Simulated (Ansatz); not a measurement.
**Question.** Name a neutral molecule of Al, C, Cl, O and H with HOMO energy (PBE/def2-TZVPP) between -7.05 and -6.75 eV and HOMO energy (B3LYP/def2-TZVPP) between -8.40 and -8.10 eV (Ansatz, PBE0-D4/def2-TZVP geometry).

**Answer.** `C[O][AlH][Cl]` (-6.96 eV, -8.23 eV); `C[O][Al]([OH])[Cl]` (-6.83 eV, -8.14 eV); `CC(C)[O][AlH][Cl]` (-6.90 eV, -8.12 eV). Other molecules can fit too; these were computed, each in one conformer that needn't be the lowest.

B3LYP here is the variant with VWN-RPA as its local correlation; programs differ in this.
